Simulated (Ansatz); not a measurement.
This Ansatz (a program for electronic structure) input (wB97M-V/6-31G) gives -289.33164 Eh with 13 basis functions. A basis named .json is the Basis Set Exchange file of that set (core-valence sets with the plain set on hydrogen).

Ansatz 0.2 input:
```yaml
crystal:
  periodic: [false, false, false]
  atoms:
    - {symbol: Si, position_ang: [0.00000000, 0.00000000, 0.00000000]}
basis:
  gaussian:
    orbitals: 6-31G
hamiltonian:
  xc: {name: wB97M-V}
magnetization: {spin_polarized: true, initial_magnetization: 2}
scf: {lower_state_search: full}
```

Change:
```diff
- orbitals: 6-31G
+ orbitals: cc-pV_5+d_Z.json
```

Problem. What does the run give now?

Solution. -289.36160 Eh (wB97M-V/cc-pV(5+d)Z, 100 functions), a change of -29.96 mEh.
